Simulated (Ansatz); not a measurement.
Basis-set extrapolation for `B[O][Al]([OH])[F]` (PBE0-D4/def2-TZVP geometry, frozen core, the Gaussian-basis code of Ansatz). Multiplicity 1, RHF reference.

```json
{"": "HF", "def2-TZVPP": "-517.888996", "def2-QZVPP": "-517.910642"}
{"": "MP2 correlation", "def2-TZVPP": "-0.895279", "def2-QZVPP": "-0.971584"}
{"": "CCSD(T) correlation", "def2-TZVPP": "-0.940253", "def2-QZVPP": "not run"}
```

Energies in hartree. Use E(X) = E(∞) + A·exp(−7.88·√X) for Hartree–Fock and E(X) = E(∞) + B·X^(−2.97) for correlation, with X = 3 and 4, and add CCSD(T) minus MP2 of the smaller set to the MP2 limit.

What is the CCSD(T) energy at the basis-set limit?

HF limit: -517.910642 + (-0.021646) × 0.13774 = -517.91362. MP2 limit: -0.971584 + (-0.076305) × 0.74074 = -1.02811. Higher-order term: -0.940253 − (-0.895279) = -0.04497. Total: -518.98670 hartree, 4.28 eV below CCSD(T)/def2-TZVPP.
